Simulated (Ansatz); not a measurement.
H$_{6}$BNO$_{2}$SSi, singlet, at a GFN2-xTB geometry, with bond 8-1 at 2.4 times its length; CASSCF(2,2)/STO-3G in Ansatz (an electronic-structure program).

Ansatz was given this input:
Ansatz 0.2 input:
```yaml
crystal:
  periodic: [false, false, false]
  atoms:
    - {symbol: Si, position_ang: [1.55983722, 0.72301280, 0.25979268]}
    - {symbol: N, position_ang: [1.90913133, -0.95459197, 0.52596141]}
    - {symbol: S, position_ang: [-0.26109633, 0.79918488, -0.86587931]}
    - {symbol: B, position_ang: [-1.39781649, -0.39089050, -0.01030562]}
    - {symbol: O, position_ang: [-2.70772711, -0.35764162, -0.30331677]}
    - {symbol: O, position_ang: [-0.97465504, -1.29539166, 0.87874896]}
    - {symbol: H, position_ang: [1.36750247, 1.26217108, 1.60118049]}
    - {symbol: H, position_ang: [3.76771112, 2.58066810, -1.71239071]}
    - {symbol: H, position_ang: [2.69891498, -1.18528429, 1.10906816]}
    - {symbol: H, position_ang: [1.90165648, -1.56873172, -0.27646606]}
    - {symbol: H, position_ang: [-2.99517322, 0.29394565, -0.94136844]}
    - {symbol: H, position_ang: [-0.02864464, -1.34741123, 1.05284812]}
basis:
  gaussian:
    orbitals: STO-3G
hamiltonian:
  xc: hf
magnetization: {spin_polarized: false}
correlation: {active_space: {window: {electrons: 2, orbitals: 2}}}
```

Problem. What does Ansatz print? Leave out banner, timings and long lists.

Solution. 
```
Functional definition: HF
560 factors; integrals over basis functions are off by at most 4.9e-5 eV
mean field evaluation 1: about -24697.0895 eV, gradient 3.2e1 eV
mean field evaluation 2: about -24697.2369 eV, gradient 3.2e1 eV
mean field evaluation 4: about -24701.6180 eV, gradient 1.5e1 eV
mean field evaluation 8: about -24705.0494 eV, gradient 9.7e-2 eV
mean field evaluation 16: about -24703.4333 eV, gradient 2.4e-2 eV
mean field -24705.04510699 eV, -907.8936620010 hartree, gradient 1.2e-6 eV, S^2 0.000000; 1 other end points of the search recorded, 0 dependent functions left out
reference -24705.04510699 eV, -907.8936620010 hartree; 32, 32 occupied and 12, 12 virtual orbitals, 560 factors
state -24710.08228073 eV, -908.0787747214 hartree
Total energy: -24710.08228073 eV, -908.0787747214 hartree
```
